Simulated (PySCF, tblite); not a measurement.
Isomers of C5H9OS (doublet state). Computed with GFN2-xTB (tblite): harmonic, unscaled wavenumbers at the GFN2-xTB geometry, gas phase. Against measured fundamentals such values can be off by several per cent, at times by over 20. Modes of hydrogen on sulfur can be 10 to 20 % off. One conformer each. Open shells enter through the occupations alone, without spin polarisation, and single modes of such species can be off by tens of per cent.

Electronic energies: B3LYP/pcH-1 single points on the GFN2-xTB geometries (PySCF, gas phase).

```
              SMILES  electronic energy, lowest = 0 (kcal/mol)
         C[CH]SCCC=O                                      11.8
       CC(=O)CC[CH]S                                       4.2
       CC(=O)[CH]CCS                                       0.0
  C[C](S)[C@H](C)C=O                                      12.4
[CH2]C(=O)[C@H](C)SC                                       7.6
```

Task: How do GFN2-xTB zero-point energies change the relative energies?

Result: 
| SMILES | ZPE (kcal/mol) | of it from modes above 1550 cm⁻¹ | electronic (kcal/mol) | with ZPE, lowest = 0 (kcal/mol) | lowest mode (cm⁻¹) | rings |
| --- | --- | --- | --- | --- | --- | --- |
| CC(=O)[CH]CCS | 78.0 | 40.3 | 0.0 | 0.0 | 45 | 0 |
| CC(=O)CC[CH]S | 77.9 | 40.4 | 4.2 | 4.1 | 30 | 0 |
| [CH2]C(=O)[C@H](C)SC | 79.0 | 41.4 | 7.6 | 8.7 | 64 | 0 |
| C[CH]SCCC=O | 78.5 | 40.7 | 11.8 | 12.4 | 42 | 0 |
| C[C](S)[C@H](C)C=O | 77.8 | 39.8 | 12.4 | 12.2 | 83 | 0 |

The zero-point energies span 1.2 kcal/mol, from `C[C](S)[C@H](C)C=O` to `[CH2]C(=O)[C@H](C)SC`. The lowest isomer stays, but the order above it changes.

Task: And how do the electronic energies of GFN2-xTB itself compare?

Result: `CC(=O)[CH]CCS` 0.0; `CC(=O)CC[CH]S` 4.1; `[CH2]C(=O)[C@H](C)SC` 4.8; `C[CH]SCCC=O` 15.2; `C[C](S)[C@H](C)C=O` 1.5 kcal/mol, lowest = 0. Against the energies above, taken from the same isomer `CC(=O)[CH]CCS`, the largest difference is 10.9 kcal/mol.

Task: What do entropy and thermal enthalpy add at 298.15 K and 1 bar (rigid rotor, harmonic oscillator, one conformer each)?

Result: 
```
              SMILES  point group  symmetry number  S (cal/(mol K))  H − H(0) (kcal/mol)  ZPE + H − H(0) − TS (kcal/mol)
       CC(=O)[CH]CCS           C1                1             98.1                 6.48                            55.2
       CC(=O)CC[CH]S           C1                1             99.5                 6.51                            54.7
[CH2]C(=O)[C@H](C)SC           C1                1             92.8                 6.24                            57.6
         C[CH]SCCC=O           C1                1            100.7                 6.70                            55.2
  C[C](S)[C@H](C)C=O           C1                1             94.8                 6.51                            56.0
```

S holds R ln(2S + 1) for the spin.
